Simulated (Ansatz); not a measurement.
Stepwise reaction of `[F][In]([F])[Br]` with ammonia, as a gas-phase model of exchange steps in deposition or etching. ΔE in kJ/mol; ΔG adds harmonic PBE0-D4 terms to CCSD(T)/CBS, at 1 bar.

Program: Ansatz. Geometries: PBE0-D4/def2-TZVP. ΔE: electronic, gas phase. CBS: MP2 limit from def2 TZ/QZ plus the TZ coupled-cluster correction, frozen cores. This one scheme is used for every species. DFT in def2-TZVPP. B3LYP here is the variant with VWN-RPA as its local correlation; programs differ in this. def2 core potentials past Kr. For Br, In outer-core shells are correlated without core-valence functions, which leaves a few kJ/mol of doubt a bond. Scalar relativity is left out up to krypton. Each species was taken in one conformer, which may not be the lowest.

```csv
step,reaction,PBE-D4,B3LYP-D4,ωB97M-V,CCSD(T)/CBS,ΔG(600 K)
1,`[F][In]([F])[Br]` + NH₃ → `[NH2][In]([F])[Br]` + H–F,34.1,36.2,34.6,26.3,22.4
```

(1) Give the row of step 2, `[NH2][In]([F])[Br]` + NH₃ → `[NH2][In]([NH2])[Br]` + H–F. (Estimate.)

(2) By hand: ΔE of the 2 steps together at CCSD(T)/CBS.

Results:

(1) The calculation gave: 
| step | reaction | PBE-D4 | B3LYP-D4 | ωB97M-V | CCSD(T)/CBS | ΔG(600 K) |
| --- | --- | --- | --- | --- | --- | --- |
| 2 | `[NH2][In]([F])[Br]` + NH₃ → `[NH2][In]([NH2])[Br]` + H–F | 51.6 | 54.1 | 51.4 | 42.5 | 41.4 |

(2) (26.3) + (42.5) = 68.8 kJ/mol, or 34.4 kJ/mol a step.

In ΔE each step is higher than the one before. All are uphill at CCSD(T)/CBS. ΔG lies between 22.4 and 41.4 kJ/mol a step. PBE-D4 differs from CCSD(T)/CBS by 7.8 to 9.1 kJ/mol a step. Isolated molecules leave out the surface, adducts and barriers. Largest T1 diagnostic: 0.014.
